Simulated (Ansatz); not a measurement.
Pb₄S₃. Total charge 0; singlet. Geometry r2SCAN-D4/def2-SVP.

```xyz
7

Pb    1.828    1.569    0.444
Pb    0.267   -0.295    2.415
Pb    0.982   -0.505   -2.178
Pb   -2.404   -0.358    0.239
S    -0.844    1.669    0.884
S     1.697   -1.150    0.278
S    -1.527   -0.930   -2.083
```

In the def2 sets Pb takes a core potential; there is no spin–orbit coupling. B3LYP takes the VWN-RPA correlation. HSE06 is defined as in plane-wave codes, on full-range PBE exchange. The restricted singlet is unstable towards broken spin symmetry in Hartree–Fock (as tested in another run); at PBE-D4/def2-TZVP, r2SCAN-D4/def2-TZVP, B3LYP-D4/def2-TZVP, PBE0-D4/def2-TZVP and others this wasn't settled. Another isomer (singlet) lies 1.19 eV lower at PBE0-D4/def2-TZVP; other spin states weren't run for this one.

(1) Estimate the orbital energies around the gap (eV) in Ansatz with PBE-D4/def2-TZVP, r2SCAN-D4/def2-TZVP, B3LYP-D4/def2-TZVP, PBE0-D4/def2-TZVP, HSE06-D4/def2-TZVP.

Answers

(1) 
```tsv
orbital	PBE-D4/def2-TZVP	r2SCAN-D4/def2-TZVP	B3LYP-D4/def2-TZVP	PBE0-D4/def2-TZVP	HSE06-D4/def2-TZVP
HOMO−9	-7.31	-7.60	-8.11	-8.39	-8.01
HOMO−8	-7.15	-7.42	-7.97	-8.26	-7.86
HOMO−7	-7.04	-7.31	-7.79	-8.05	-7.67
HOMO−6	-6.76	-7.02	-7.50	-7.74	-7.36
HOMO−5	-6.41	-6.66	-7.11	-7.31	-6.95
HOMO−4	-6.05	-6.31	-6.83	-7.08	-6.69
HOMO−3	-5.91	-6.16	-6.68	-6.91	-6.53
HOMO−2	-5.59	-5.83	-6.35	-6.58	-6.20
HOMO−1	-5.56	-5.79	-6.24	-6.43	-6.06
HOMO	-4.67	-4.81	-5.13	-5.26	-4.92
LUMO	-3.45	-3.47	-3.09	-2.97	-3.31
LUMO+1	-2.47	-2.44	-2.10	-1.93	-2.27
LUMO+2	-2.11	-1.91	-1.67	-1.47	-1.82
LUMO+3	-1.87	-1.67	-1.41	-1.21	-1.56
LUMO+4	-1.63	-1.40	-1.15	-0.94	-1.30
LUMO+5	-1.52	-1.33	-1.10	-0.90	-1.25
```
